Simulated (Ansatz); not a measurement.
A structure relaxed at PBE0-D4/def2-TZVP, charge 0, multiplicity 1:

```csv
atom,x (Å),y (Å),z (Å)
F1,-2.5941,0.6390,0.5365
C2,-1.5653,-0.2116,0.1932
C3,-0.2672,0.4106,0.6586
O4,0.8023,-0.5128,0.4395
C5,1.6070,-0.2542,-0.5957
F6,2.4880,-1.2333,-0.6914
F7,0.9409,-0.1676,-1.7591
F8,2.2710,0.9006,-0.4552
H9,-1.5732,-0.3514,-0.8903
H10,-1.7257,-1.1745,0.6855
H11,-0.0800,1.3564,0.1466
H12,-0.3036,0.5988,1.7319
```

Problem. Give its formula and SMILES.

Solution. C3H4F4O, `FCCOC(F)(F)F`.

Problem. Summarise the bond lengths by kind.

Solution. 4 × C–F 1.321 to 1.378 Å; 1 × C–C 1.513 Å; 4 × C–H 1.090 to 1.093 Å; 2 × C–O 1.336 to 1.430 Å.

Computed with Ansatz.
